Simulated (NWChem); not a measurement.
System: Si2H3, doublet; SMILES [Si][SiH3]

Parts of the log:

```
             Northwest Computational Chemistry Package (NWChem) 7.3.0
             --------------------------------------------------------

                             Geometry "geometry" -> ""
                             -------------------------

 Output coordinates in angstroms (scale by  1.889725989 to convert to a.u.)

  No.       Tag          Charge          X              Y              Z
 ---- ---------------- ---------- -------------- -------------- --------------
    1 Si                  14.0000    -0.01963200     1.34362000     0.00000000
    2 Si                  14.0000    -0.00759200    -1.03809300     0.00000000
    3 H                    1.0000    -0.58876800    -1.70052000     1.21344800
    4 H                    1.0000     1.47488500    -1.31395600     0.00000000
    5 H                    1.0000    -0.58876800    -1.70052000    -1.21344800

 Effective nuclear repulsion energy (a.u.)      65.8795529231

                              NWChem Property Module
                              ----------------------

  itol2e modified to match energy
  convergence criterion.

                                 NWChem DFT Module
                                 -----------------

 Summary of "ao basis" -> "ao basis" (spherical)
 ------------------------------------------------------------------------------
       Tag                 Description            Shells   Functions and Types
 ---------------- ------------------------------  ------  ---------------------
 Si                         iglo-iii                18       44   8s7p3d
 H                          iglo-iii                 6       10   4s2p

  itol2e modified to match energy
  convergence criterion.

            General Information
            -------------------
          SCF calculation type: DFT
          Wavefunction type:  spin polarized.
          No. of atoms     :     5
          No. of electrons :    31
           Alpha electrons :    16
            Beta electrons :    15
          Charge           :     0
          Spin multiplicity:     2
          Use of symmetry is: off; symmetry adaption is: off
          Maximum number of iterations: 150
          AO basis - number of functions:   118
                     number of shells:    54
          Convergence on energy requested:  1.00D-07
          Convergence on density requested:  1.00D-05
          Convergence on gradient requested:  5.00D-04

              XC Information
              --------------
                  TPSS hybrid Method XC Functional
                     Hartree-Fock (Exact) Exchange  0.100
                  TPSS metaGGA Exchange Functional  0.900
             TPSS03 metaGGA Correlation Functional  1.000

             Grid Information
             ----------------
          Grid used for XC integration:  fine
          Radial quadrature: Mura-Knowles
          Angular quadrature: Lebedev.
          Tag              B.-S. Rad. Rad. Pts. Rad. Cut. Ang. Pts.
          ---              ---------- --------- --------- ---------
          Si                  1.10      123          11.0       770
          H                   0.35       60          11.0       590
          Grid pruning is: on
          Number of quadrature shells:   426
          Spatial weights used:  Erf1

      Superposition of Atomic Density Guess
      -------------------------------------

 Sum of atomic energies:        -579.16589983

      Non-variational initial energy
      ------------------------------

 Total energy =    -579.363957
 1-e energy   =    -933.812244
 2-e energy   =     288.568734
 HOMO         =      -0.090855
 LUMO         =      -0.084491

   convergence    iter        energy       DeltaE   RMS-Dens  Diis-err
 ---------------- ----- ----------------- --------- --------- ---------
 d= 0,ls=0.0,diis     1   -580.7049893347 -6.47D+02  3.05D-03  4.54D-01
                                                     1.95D-03  4.44D-01
 d= 0,ls=0.0,diis     2   -580.7302662001 -2.53D-02  1.47D-03  6.35D-03
                                                     1.49D-03  6.19D-03
 d= 0,ls=0.0,diis     3   -580.7314011425 -1.13D-03  7.13D-04  5.99D-03
                                                     5.96D-04  5.19D-03
 d= 0,ls=0.0,diis     4   -580.7356006041 -4.20D-03  7.92D-05  5.09D-05
                                                     6.86D-05  4.18D-05
 d= 0,ls=0.0,diis     5   -580.7356278696 -2.73D-05  2.91D-05  1.21D-05
                                                     2.79D-05  1.29D-05
  Resetting Diis
 d= 0,ls=0.0,diis     6   -580.7356357573 -7.89D-06  1.06D-05  5.60D-07
                                                     1.32D-05  4.53D-07
 d= 0,ls=0.0,diis     7   -580.7356365085 -7.51D-07  5.78D-06  5.85D-08
                                                     7.83D-06  8.13D-08
 d= 0,ls=0.0,diis     8   -580.7356367998 -2.91D-07  4.05D-06  4.98D-08
                                                     3.46D-06  3.33D-08
 d= 0,ls=0.0,diis     9   -580.7356369481 -1.48D-07  8.85D-06  1.94D-08
                                                     1.01D-05  2.45D-08
 d= 0,ls=0.0,diis    10   -580.7356372527 -3.05D-07  1.22D-05  1.72D-08
                                                     1.29D-05  1.31D-08
 d= 0,ls=0.0,diis    11   -580.7356375437 -2.91D-07  1.45D-05  5.14D-09
                                                     1.59D-05  6.92D-09
 d= 0,ls=0.0,diis    12   -580.7356377238 -1.80D-07  5.38D-06  2.58D-09
                                                     5.64D-06  1.34D-09
 d= 0,ls=0.0,diis    13   -580.7356377425 -1.88D-08  8.32D-07  8.54D-11
                                                     9.48D-07  1.16D-10

         Total DFT energy =     -580.735637742535
      One electron energy =     -935.189377444209
           Coulomb energy =      331.469595580452
    Exchange-Corr. energy =      -42.895408801914
 Nuclear repulsion energy =       65.879552923135

 Numeric. integr. density =       30.999998744876

                    DFT Final Alpha Molecular Orbital Analysis
                    ------------------------------------------

 Vector   14  Occ=1.000000D+00  E=-3.394633D-01
              MO Center= -4.0D-01, -1.4D+00,  3.2D-06, r^2= 2.3D+00
   Bfn.  Coefficient  Atom+Function         Bfn.  Coefficient  Atom+Function
  ----- ------------  ---------------      ----- ------------  ---------------
    70      0.278829  2 Si pz                91      0.255109  3 H  s
   111     -0.255108  5 H  s                 73      0.161975  2 Si pz
    90      0.161285  3 H  s                110     -0.161284  5 H  s
    64     -0.087060  2 Si pz                92      0.079635  3 H  s
   112     -0.079635  5 H  s                 89      0.062898  3 H  s

 Vector   15  Occ=1.000000D+00  E=-2.399613D-01
              MO Center= -2.0D-03,  6.8D-01,  2.2D-08, r^2= 3.5D+00
   Bfn.  Coefficient  Atom+Function         Bfn.  Coefficient  Atom+Function
  ----- ------------  ---------------      ----- ------------  ---------------
    28      0.340678  1 Si py                25      0.334218  1 Si py
     8      0.320585  1 Si s                 69     -0.271450  2 Si py
    72     -0.234367  2 Si py                 7      0.194864  1 Si s
    52     -0.152077  2 Si s                 51     -0.112837  2 Si s
     6     -0.107334  1 Si s                 19     -0.088013  1 Si py

 Vector   16  Occ=1.000000D+00  E=-1.930290D-01
              MO Center= -3.1D-02,  1.1D+00, -1.9D-08, r^2= 2.8D+00
   Bfn.  Coefficient  Atom+Function         Bfn.  Coefficient  Atom+Function
  ----- ------------  ---------------      ----- ------------  ---------------
    29      0.607419  1 Si pz                26      0.456565  1 Si pz
    20     -0.113810  1 Si pz                91     -0.079180  3 H  s
   111      0.079180  5 H  s                 17     -0.061736  1 Si pz
    75      0.059227  2 Si d -1              23     -0.058215  1 Si pz
    92     -0.048944  3 H  s                112      0.048944  5 H  s

 Vector   17  Occ=0.000000D+00  E=-1.432306D-01
              MO Center= -2.0D-02,  1.1D+00,  8.3D-09, r^2= 2.9D+00
   Bfn.  Coefficient  Atom+Function         Bfn.  Coefficient  Atom+Function
  ----- ------------  ---------------      ----- ------------  ---------------
    27      0.619687  1 Si px                24      0.434043  1 Si px
   101     -0.128102  4 H  s                 18     -0.113247  1 Si px
   102     -0.086852  4 H  s                 74      0.064358  2 Si d -2
    15     -0.060226  1 Si px               100     -0.057713  4 H  s
    71      0.055324  2 Si px                21     -0.053360  1 Si px

[...]

          ----------------------
          Hyperfine Interactions
          ----------------------

 Total Spin Density (Fermi Contact Term)
 ------------------ --------------------
     Atom            x         y         z       Density (a.u.)      Aiso(MHz)     Aiso(Gauss)
     1  29-Si    -0.03710   2.53907   0.00000       0.049150        -43.680689     -15.586330
     2  29-Si    -0.01435  -1.96171   0.00000      -0.023411         20.805950       7.424068
     3   1-H     -1.11261  -3.21352   2.29308       0.008760         39.158329      13.972642
     4   1-H      2.78713  -2.48302   0.00000      -0.002407        -10.759143      -3.839123
     5   1-H     -1.11261  -3.21352  -2.29308       0.008761         39.158368      13.972656

           -------------------------------------------
           Anisotropic Interaction (Spin-Dipolar Term)
           -------------------------------------------

 ------------------------------------------------------------
     Atom            x         y         z
 ------------------------------------------------------------
     1  29-Si    -0.03710   2.53907   0.00000

   Spin-Dipolar term (a.u.)
        xx             yy             zz             xy             xz             yz
 ------------------------------------------------------------------------------------------
      -0.896270      -0.929278       1.825548       0.046197       0.000001      -0.000000

   Principal Comp. of -hf- tensor (au)            Anisotropic -hfcc- (MHz)               Anisotropic -hfcc- (Gauss)
 --------------------------------------------------------------------------------------------------------------------------
     -0.863717    -0.961831     1.825548      91.626625   102.034906  -193.661531      32.694603    36.408530   -69.103133

   Orientation of the principal axis of Hyperfine Tensor w.r.t absolute (molecular) frame
 --------------------------------------------------------------------------------------------------------------------------
      0.817442    -0.576012     0.000000
      0.576012     0.817442    -0.000000
     -0.000000     0.000000     1.000000

 ------------------------------------------------------------
     Atom            x         y         z
 ------------------------------------------------------------
     2  29-Si    -0.01435  -1.96171   0.00000

   Spin-Dipolar term (a.u.)
        xx             yy             zz             xy             xz             yz
 ------------------------------------------------------------------------------------------
       0.013056      -0.016223       0.003167       0.007200      -0.000000       0.000000

   Principal Comp. of -hf- tensor (au)            Anisotropic -hfcc- (MHz)               Anisotropic -hfcc- (Gauss)
 --------------------------------------------------------------------------------------------------------------------------
      0.014731    -0.017898     0.003167      -1.562759     1.898711    -0.335952      -0.557630     0.677506    -0.119876

   Orientation of the principal axis of Hyperfine Tensor w.r.t absolute (molecular) frame
 --------------------------------------------------------------------------------------------------------------------------
      0.973997    -0.226563     0.000000
      0.226563     0.973997     0.000000
     -0.000000    -0.000000     1.000000

 ------------------------------------------------------------
     Atom            x         y         z
 ------------------------------------------------------------
     3   1-H     -1.11261  -3.21352   2.29308

   Spin-Dipolar term (a.u.)
        xx             yy             zz             xy             xz             yz
 ------------------------------------------------------------------------------------------
      -0.003478       0.005181      -0.001703       0.001613      -0.000717      -0.001886

   Principal Comp. of -hf- tensor (au)            Anisotropic -hfcc- (MHz)               Anisotropic -hfcc- (Gauss)
 --------------------------------------------------------------------------------------------------------------------------
     -0.003849     0.005985    -0.002136      -2.053505     3.193051    -1.139546      -0.732741     1.139358    -0.406618

   Orientation of the principal axis of Hyperfine Tensor w.r.t absolute (molecular) frame
 --------------------------------------------------------------------------------------------------------------------------
      0.969049     0.181127    -0.167742
     -0.129212     0.951106     0.280539
      0.210354    -0.250182     0.945072

 ------------------------------------------------------------
     Atom            x         y         z
 ------------------------------------------------------------
     4   1-H      2.78713  -2.48302   0.00000

   Spin-Dipolar term (a.u.)
        xx             yy             zz             xy             xz             yz
 ------------------------------------------------------------------------------------------
      -0.001641       0.004591      -0.002949      -0.005836       0.000000       0.000000

   Principal Comp. of -hf- tensor (au)            Anisotropic -hfcc- (MHz)               Anisotropic -hfcc- (Gauss)
 --------------------------------------------------------------------------------------------------------------------------
     -0.005141     0.008090    -0.002949      -2.742941     4.316565    -1.573623      -0.978748     1.540255    -0.561507

   Orientation of the principal axis of Hyperfine Tensor w.r.t absolute (molecular) frame
 --------------------------------------------------------------------------------------------------------------------------
      0.857620    -0.514283     0.000000
      0.514283     0.857620     0.000000
     -0.000000     0.000000     1.000000

 ------------------------------------------------------------
     Atom            x         y         z
 ------------------------------------------------------------
     5   1-H     -1.11261  -3.21352  -2.29308

   Spin-Dipolar term (a.u.)
        xx             yy             zz             xy             xz             yz
 ------------------------------------------------------------------------------------------
      -0.003478       0.005181      -0.001703       0.001613       0.000717       0.001886

   Principal Comp. of -hf- tensor (au)            Anisotropic -hfcc- (MHz)               Anisotropic -hfcc- (Gauss)
 --------------------------------------------------------------------------------------------------------------------------
     -0.003849     0.005985    -0.002136      -2.053506     3.193051    -1.139545      -0.732741     1.139358    -0.406617

   Orientation of the principal axis of Hyperfine Tensor w.r.t absolute (molecular) frame
 --------------------------------------------------------------------------------------------------------------------------
      0.969049     0.181127     0.167742
     -0.129212     0.951106    -0.280539
     -0.210354     0.250182     0.945072
```

Level: TPSSh/IGLO-III, spin-unrestricted, contact and dipolar terms. In the optimisation the excess spin sits in a" (Cs, its own frame). All runs use the structure optimised with PBE0/def2-SVP, spin-unrestricted. No stability test was run on the SCF state.

Which NWChem input produces such a log?

This is not unique; one that fits is the input that was run:
```
start job
memory heap 200 mb stack 900 mb global 1100 mb
geometry units angstroms noautosym nocenter noautoz
  Si    -0.019632     1.343620     0.000000
  Si    -0.007592    -1.038093     0.000000
  H     -0.588768    -1.700520     1.213448
  H      1.474885    -1.313956     0.000000
  H     -0.588768    -1.700520    -1.213448
end
basis spherical
  * library iglo-iii
end
dft
  odft
  mult 2
  xc xctpssh
  iterations 150
end
property
  hyperfine
end
task dft property
```
